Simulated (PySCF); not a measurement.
Molecule: SMILES C[SiH](C)O[SiH](C)C, C$_{4}$H$_{14}$OSi$_{2}$.

Structure with atom numbers: `[CH3:1][SiH:2]([CH3:3])[O:4][SiH:5]([CH3:6])[CH3:7]` (H(Xn): hydrogen on atom n).

Geometry PBE0-D3(BJ)/def2-SVP throughout; GIAO in PySCF 2.14.0 with density-fitted response routines, gas phase, one conformer, non-relativistic; equivalent atoms averaged; basis pcSseg-1.

Task: How do the absolute shieldings σ depend on the functional? (ppm; last column core-seconds on shared hosts with different chips, so compare them loosely; the GGAs took longer than the global hybrids here, which isn't the general rule, and the cause wasn't traced)

Result: 
```
functional                    kind  C1/C3/C6/C7  Si2/Si5     O4  H(Si2)/H(Si5)  H(C1)/H(C3)/H(C6)/H(C7)  core-s
        HF            Hartree–Fock        189.0    398.3  297.5          27.28                    31.54      34
       PBE                     GGA        177.4    332.6  259.8          26.00                    31.01      74
      BLYP                     GGA        172.8    326.4  257.3          26.32                    31.18      73
      BP86                     GGA        177.2    332.5  260.9          26.09                    31.08      71
     B3LYP           global hybrid        176.9    340.3  267.6          26.50                    31.21      41
      PBE0           global hybrid        182.1    350.1  272.6          26.29                    31.09      55
 BHandHLYP           global hybrid        181.8    361.3  279.9          26.78                    31.28      40
   wB97X-D  range-separated hybrid        182.3    352.0  276.3          26.49                    31.21      75
   LC-wPBE  range-separated hybrid        186.3    354.0  286.9          26.50                    31.15      97
```

Task: Which nucleus moves most, in ppm?

Result: Si2/Si5 (silicon bonded to 2 C, O, H): from 326.4 ppm with BLYP to 398.3 ppm with HF. The smallest spread is 0.53 ppm, at H(C1)/H(C3)/H(C6)/H(C7). Proton shifts span only some 12 ppm, so a few tenths of a ppm matter as much there as several ppm in carbon.
